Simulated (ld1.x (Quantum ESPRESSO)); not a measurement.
Transferability test, TM potential for titanium (Ti)

```
Element                 : Ti (Z = 22)
Generator               : ld1.x (Quantum ESPRESSO) 7.5
Type                    : norm-conserving Troullier–Martins (Kleinman–Bylander form)
Functional              : PBEsol
Relativity              : fully relativistic
Frozen core             : [Ar]
Valence charge          : 4
Reference configuration : 3d2 4s2 4p0
Partial waves           : 4s (bound): rc 2.30 bohr; 3d (bound): rc 1.50 bohr; 4p (bound, empty): rc 3.45 bohr
Local potential         : the p channel
Core correction         : none
```

Open shells are filled in proportion to 2j + 1 (rel_dist='average').

Energies are relative to the spin-unpolarised reference configuration 3d2 4s2 4p0; without spin polarisation the order of configurations can differ from experiment. The p channel is local and has no spin–orbit splitting in the pseudo-atom.

```tsv
valence configuration	charge	ΔE all-electron (eV)	error AE − PS (meV)
3d2 4s0 4p0	+2	20.830	+54
3d1 4s0 4p0	+3	47.725	+30
3d1 4s2 4p1	0	4.696	+27
3d1 4s2 4p0	+1	9.763	+240
3d2 4s1.5 4p0	+0.5	2.944	+1.8
```

(1) What are ΔE and the potential's error for 3d2 4s1 4p0?

(2) What are ΔE and the potential's error for 3d3 4s0 4p0?

Levels in the configuration 3d1 4s2 4p1:

```json
{"level": "3d j=3/2", "all-electron (eV)": "-9.367", "pseudo (eV)": "-8.984"}
{"level": "3d j=5/2", "all-electron (eV)": "-9.310", "pseudo (eV)": "-8.928"}
{"level": "4s j=1/2", "all-electron (eV)": "-6.221", "pseudo (eV)": "-6.145"}
{"level": "4p j=1/2", "all-electron (eV)": "-2.583", "pseudo (eV)": "-2.428"}
{"level": "4p j=3/2", "all-electron (eV)": "-2.541", "pseudo (eV)": "-2.428"}
```

Results:

(1) ΔE = 7.359 eV all-electron; the error (AE − PS) is +7.5 meV.

(2) ΔE = 7.362 eV all-electron; the error (AE − PS) is -192 meV.

ld1.x printed “convergence not achieved” for 4 of the counted tests; their residual had stalled under 1e-8, short of the target of 1e-14.
